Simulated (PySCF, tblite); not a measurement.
Isomers of C7H11OP, one GFN2-xTB conformer each. Single-point energies are computed at PBE0/pcSseg-1 (PySCF, gas phase, no added dispersion term), electronic only.

| SMILES | GFN2-xTB relative energy (kcal/mol) |
| --- | --- |
| CC(=O)CP1CC=CC1 | 27.2 |
| C=CC1=C(OC)PCC1 | 38.5 |
| C/C=C\P1(=O)CC=CC1 | 6.2 |
| C=CC1=C[P@@](C)(=O)CC1 | 3.1 |
| C=CC1=C(C)C[P@H](=O)C1 | 0.0 |

Conformers: `[CH3:1][C:2](=[O:3])[CH2:4][P:5]1[CH2:6][CH:7]=[CH:8][CH2:9]1` with C1–C2–C4–P5 -81°, C2–C4–P5–C6 -167°, C4–P5–C6–C7 82°, P5–C6–C7–C8 12°, C7–C8–C9–P5 -11°, C4–P5–C9–C8 -82°; `[CH2:1]=[CH:2][C:3]1=[C:4]([O:5][CH3:6])[PH:7][CH2:8][CH2:9]1` with C1–C2–C3–C4 173°, C3–C4–O5–C6 175°, C3–C4–P7–C8 -14°, C4–P7–C8–C9 25°, P7–C8–C9–C3 -30°, C2–C3–C9–C8 -161°; `[CH3:1]/[CH:2]=[CH:3]\[P:4]1(=[O:5])[CH2:6][CH:7]=[CH:8][CH2:9]1` with C2–C3–P4–O5 51°, C3–P4–C6–C7 82°, P4–C6–C7–C8 19°, C7–C8–C9–P4 -19°, C3–P4–C9–C8 -81°; `[CH2:1]=[CH:2][C:3]1=[CH:4][P@@:5]([CH3:6])(=[O:7])[CH2:8][CH2:9]1` with C1–C2–C3–C4 173°, C3–C4–P5–C6 96°, C4–P5–C8–C9 20°, P5–C8–C9–C3 -24°, C2–C3–C9–C8 -165°; `[CH2:1]=[CH:2][C:3]1=[C:4]([CH3:5])[CH2:6][P@H:7](=[O:8])[CH2:9]1` with C1–C2–C3–C4 171°, C3–C4–C6–P7 -20°, C4–C6–P7–O8 152°, C6–P7–C9–C3 -25°, C2–C3–C9–P7 -163°.

Q: What does PBE0/pcSseg-1 give for the same structures?

A: 
```
                SMILES  PBE0/pcSseg-1 E (Eh)  PBE0/pcSseg-1 (kcal/mol)  GFN2-xTB (kcal/mol)  point group
C=CC1=C[P@@](C)(=O)CC1            -689.34440                       0.0                  3.1           C1
C=CC1=C(C)C[P@H](=O)C1            -689.33454                       6.2                  0.0           C1
       CC(=O)CP1CC=CC1            -689.33424                       6.4                 27.2           C1
    C/C=C\P1(=O)CC=CC1            -689.33145                       8.1                  6.2           C1
       C=CC1=C(OC)PCC1            -689.29170                      33.1                 38.5           C1
```

GFN2-xTB puts C=CC1=C(C)C[P@H](=O)C1 lowest instead; measured from each level's own lowest isomer, the values differ by up to 20.8 kcal/mol (CC(=O)CP1CC=CC1: 27.2 against 6.4). As drawn, the lowest has a P=O bond, which the highest lacks. Neighbours under 2.5 kcal/mol apart (C=CC1=C(C)C[P@H](=O)C1 and CC(=O)CP1CC=CC1; CC(=O)CP1CC=CC1 and C/C=C\P1(=O)CC=CC1) can change places with a better method, another conformer or zero-point energy.

Q: Which frontier levels, dipoles and rotational constants go with these structures?

A: 
| SMILES | HOMO (eV, PBE0/pcSseg-1) | LUMO (eV) | dipole (D) | A, B, C (MHz) |
| --- | --- | --- | --- | --- |
| C=CC1=C[P@@](C)(=O)CC1 | -7.17 | -1.49 | 4.77 | 3106, 832.2, 798.9 |
| C=CC1=C(C)C[P@H](=O)C1 | -6.77 | -1.06 | 4.32 | 2143, 1047, 729.4 |
| CC(=O)CP1CC=CC1 | -7.01 | -0.53 | 2.52 | 2762, 938.7, 828.6 |
| C/C=C\P1(=O)CC=CC1 | -7.35 | -0.56 | 3.72 | 2424, 1059, 982.7 |
| C=CC1=C(OC)PCC1 | -5.78 | -0.70 | 1.06 | 1841, 1213, 752.1 |

Q: What happens when harmonic zero-point energies from GFN2-xTB frequencies are added?

A: 
```json
{"SMILES": "C=CC1=C[P@@](C)(=O)CC1", "ZPE (kcal/mol)": "100.6", "electronic (kcal/mol)": "0.0", "with ZPE (kcal/mol)": "0.0"}
{"SMILES": "C=CC1=C(C)C[P@H](=O)C1", "ZPE (kcal/mol)": "99.8", "electronic (kcal/mol)": "6.2", "with ZPE (kcal/mol)": "5.4"}
{"SMILES": "CC(=O)CP1CC=CC1", "ZPE (kcal/mol)": "100.6", "electronic (kcal/mol)": "6.4", "with ZPE (kcal/mol)": "6.4"}
{"SMILES": "C/C=C\\P1(=O)CC=CC1", "ZPE (kcal/mol)": "100.6", "electronic (kcal/mol)": "8.1", "with ZPE (kcal/mol)": "8.1"}
{"SMILES": "C=CC1=C(OC)PCC1", "ZPE (kcal/mol)": "99.9", "electronic (kcal/mol)": "33.1", "with ZPE (kcal/mol)": "32.3"}
```

The zero-point energies span 0.8 kcal/mol. The order is unchanged.
